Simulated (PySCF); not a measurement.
Reproducing measurements on chloropentafluoroethane

**Experimental background.**

From NIST CCCBDB Release 22 (SRD 101), experimental dipoles, for the gas: dipole moment (dielectric constant against temperature) 0.52 D.

How close the calculation comes is told at the end.

Compound: chloropentafluoroethane, C₂ClF₅.
SMILES with atom numbers: `[F:1][C:2]([F:3])([F:4])[C:5]([F:6])([F:7])[Cl:8]`

Structure used (GFN2-xTB), in Å, numbered top down from 1:
```
atom  x, y, z in Å
F1    -1.5458   -0.2981   -0.8804
C2    -0.7679   -0.0513    0.1680
F3    -1.1673    1.0898    0.7179
F4    -0.9479   -1.0248    1.0534
C5     0.7255    0.0361   -0.2548
F6     0.8792    1.0007   -1.1667
F7     1.0984   -1.1119   -0.8284
Cl8    1.7349    0.3687    1.1665
```

The PySCF runs (gas phase, on this GFN2-xTB geometry; no spin–orbit coupling):

```json
{"level": "PBE0/pcSseg-1", "job": "shieldings, charges and field gradients", "basis functions": "143"}
{"level": "CAM-B3LYP/def2-SVPD", "job": "8 singlets by full TDDFT, 3 Tamm–Dancoff triplets, polarisability", "basis functions": "182"}
```

## Comparison

**Dipole moment.** Measured: 0.52 D (NIST CCCBDB Release 22 (SRD 101), experimental dipoles).

| level | computed (D) | computed − measured (D) | % (from the printed values) |
| --- | --- | --- | --- |
| PBE0/pcSseg-1 | 0.32 | -0.20 | -38 |
| CAM-B3LYP/def2-SVPD | 0.54 | +0.02 | +4 |

Closest is CAM-B3LYP/def2-SVPD (+0.02 D), furthest PBE0/pcSseg-1 (-0.20 D); one molecule doesn't rank methods. The computed dipoles belong to one fixed geometry; measured ones are averaged over vibrations unless marked μe. Magnitudes are compared, not signs.

The geometry is computed, not the measured one. Where a level misses, the cause wasn't examined.
